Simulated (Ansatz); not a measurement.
A nudged elastic band was laid between two geometries of BF₂H₅Si₂ (10 atoms, charge 0, multiplicity 1).

The calculation used RKS PBE-D4/6-31G* (Ansatz).

```json
{
  "movable images": "5",
  "climbing image": "yes",
  "spring": "5.0 eV/Å²",
  "optimiser": "quadratic models (default)",
  "start path": "through a guess of the saddle point",
  "force threshold": "0.05 eV/Å",
  "iteration limit": "60",
  "end points": "relaxed"
}
```

Image 0:

```xyz
10
Properties=species:S:1:pos:R:3
F -1.971 0.109 -2.542
Si -0.864 0.580 -1.438
B -0.333 -0.795 -0.036
F -0.816 -2.041 -0.015
Si 1.008 -0.268 1.432
H -1.387 1.793 -0.711
H 0.393 1.000 -2.157
H 0.347 -0.357 2.781
H 2.186 -1.204 1.436
H 1.519 1.134 1.254
```

Image 6:

```xyz
10
Properties=species:S:1:pos:R:3
F -1.910 0.077 -2.589
Si -1.048 0.597 -1.302
B -0.024 -0.821 -0.264
F -0.021 -2.114 -0.605
Si 1.066 -0.271 1.391
H -1.981 1.284 -0.337
H -0.051 1.627 -1.767
H 1.004 1.208 1.642
H 0.539 -0.977 2.611
H 2.509 -0.662 1.223
```

(1) What changes between the two ends?

(2) What energy profile does the band end with?

(3) What is the geometry of the highest image?

Results:

(1) No bond is made or broken. The dihedral Si2–B3–Si5–H10 goes from -3 to -122°. The two ends are copies of one structure, up to a mirror image or an exchange of like atoms.

(2) The run converged. The highest image is number 2 of 0 to 6, 0.4 kcal/mol above the ends, which have the same energy within 2 meV. A vibrational analysis at the climbing image gives one clearly imaginary mode, 77i cm⁻¹: a first-order saddle point.

| image | path coordinate (Å) | energy (kcal/mol) | dihedral Si2–B3–Si5–H10 (°) |
| --- | --- | --- | --- |
| 0 | 0.00 | 0.0 | -3 |
| 1 | 1.05 | 0.2 | -32 |
| 2 | 2.09 | 0.4 | -58 |
| 3 | 2.68 | 0.4 | -70 |
| 4 | 3.27 | 0.1 | -86 |
| 5 | 3.87 | 0.0 | -104 |
| 6 | 4.46 | 0.0 | -122 |

(3) 
```xyz
10
Properties=species:S:1:pos:R:3
F -1.869 0.042 -2.591
Si -0.946 0.603 -1.366
B -0.153 -0.840 -0.158
F -0.391 -2.136 -0.382
Si 1.031 -0.302 1.435
H -1.776 1.532 -0.518
H 0.184 1.416 -1.942
H 0.253 0.599 2.356
H 1.547 -1.467 2.229
H 2.204 0.500 0.941
```

Time of the run: 2.6 min on 2 threads of Arm Neoverse V2, on a shared host, peak memory 0.13 GiB.
